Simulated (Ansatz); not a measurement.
`[AlH2][CH2][SiH3]` + `C=N` → `C=NC[SiH3]` + `[AlH3]`  (substitution at a C–Al bond)

Gas-phase electronic energies from Ansatz, PBE0-D4/def2-TZVP geometries. CCSD(T)/CBS is the MP2 limit (def2-TZVPP, def2-QZVPP) plus CCSD(T) − MP2 in def2-TZVPP, frozen cores. This one scheme is used for every species. DFT in def2-TZVPP. One conformer a species, not always the lowest.

```csv
level,ΔE (kJ/mol),difference from CCSD(T)/CBS
LDA (SPW92),65.6,-14.3
r2SCANh-D4,79.1,-0.8
CAM-B3LYP-D4,70.8,-9.1
B2PLYP,75.3,-4.6
revPBE,76.2,-3.7
PBE0,76.9,-3.0
HF/def2-SVP,64.9,-15.0
CCSD(T)/def2-TZVPP,78.0,-1.9
HF/CBS(def2),72.5,-7.4
CCSD/CBS(def2),80.1,0.2
CCSD(T)/CBS,79.9,0
```

Largest T1 diagnostic among the species: 0.012.

At CCSD(T), def2-SVP lies −15.8 kJ/mol from the extrapolated value and def2-TZVPP −1.9 kJ/mol. From BLYP to BHLYP (50 % exact exchange), in def2-TZVPP and without D4, ΔE moves by +3.2 kJ/mol. In def2-TZVPP, CCSD(T) changes the Hartree–Fock value by +5.7 kJ/mol (the triples alone add −0.2 kJ/mol) and MP2 by +7.0 kJ/mol.
